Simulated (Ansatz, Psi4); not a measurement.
Here is a job for Ansatz (a quantum-chemistry and plane-wave program).
Ansatz 0.2 input:
```yaml
crystal:
  periodic: [false, false, false]
  atoms:
    - {symbol: C, position_ang: [2.72391810, 0.61849359, -0.04828470]}
    - {symbol: O, position_ang: [1.46799295, 0.22528122, 0.43744296]}
    - {symbol: C, position_ang: [0.73171646, -0.53298279, -0.49139705]}
    - {symbol: C, position_ang: [-0.66329302, -0.78508739, 0.06805032]}
    - {symbol: O, position_ang: [-1.49517989, 0.29843247, -0.26923304]}
    - {symbol: C, position_ang: [-2.76725385, 0.21630168, 0.31640991]}
    - {symbol: H, position_ang: [3.34489932, -0.25195343, -0.29834656]}
    - {symbol: H, position_ang: [3.20104761, 1.18758433, 0.74676361]}
    - {symbol: H, position_ang: [2.62728334, 1.24803258, -0.94164979]}
    - {symbol: H, position_ang: [1.24064897, -1.49173030, -0.68129414]}
    - {symbol: H, position_ang: [0.63663919, 0.00913888, -1.44304535]}
    - {symbol: H, position_ang: [-1.07400645, -1.71837604, -0.34974959]}
    - {symbol: H, position_ang: [-0.59087972, -0.89062330, 1.15992421]}
    - {symbol: H, position_ang: [-3.29594577, -0.69105971, -0.00453680]}
    - {symbol: H, position_ang: [-2.70325538, 0.21544940, 1.41170086]}
    - {symbol: H, position_ang: [-3.31946172, 1.09347742, -0.01411672]}
basis:
  gaussian:
    orbitals: STO-3G
hamiltonian:
  xc: pbe0
accuracy: high
```

Q: Convert this to an input for Psi4.

A: One answer among several that fit: 
```
memory 2 GB

molecule mol {
0 1
  C     2.723918    0.618494   -0.048285
  O     1.467993    0.225281    0.437443
  C     0.731716   -0.532983   -0.491397
  C    -0.663293   -0.785087    0.068050
  O    -1.495180    0.298432   -0.269233
  C    -2.767254    0.216302    0.316410
  H     3.344899   -0.251953   -0.298347
  H     3.201048    1.187584    0.746764
  H     2.627283    1.248033   -0.941650
  H     1.240649   -1.491730   -0.681294
  H     0.636639    0.009139   -1.443045
  H    -1.074006   -1.718376   -0.349750
  H    -0.590880   -0.890623    1.159924
  H    -3.295946   -0.691060   -0.004537
  H    -2.703255    0.215449    1.411701
  H    -3.319462    1.093477   -0.014117
}

set basis sto-3g
set reference rks
set scf_type pk
set puream true
set d_convergence 1e-8
set dft_radial_points 99
set dft_spherical_points 590

energy('pbe0')
print_variables()
```

Both were run: Ansatz gave -304.567777 Eh and Psi4 -304.567778 Eh, 0.001 mEh apart.
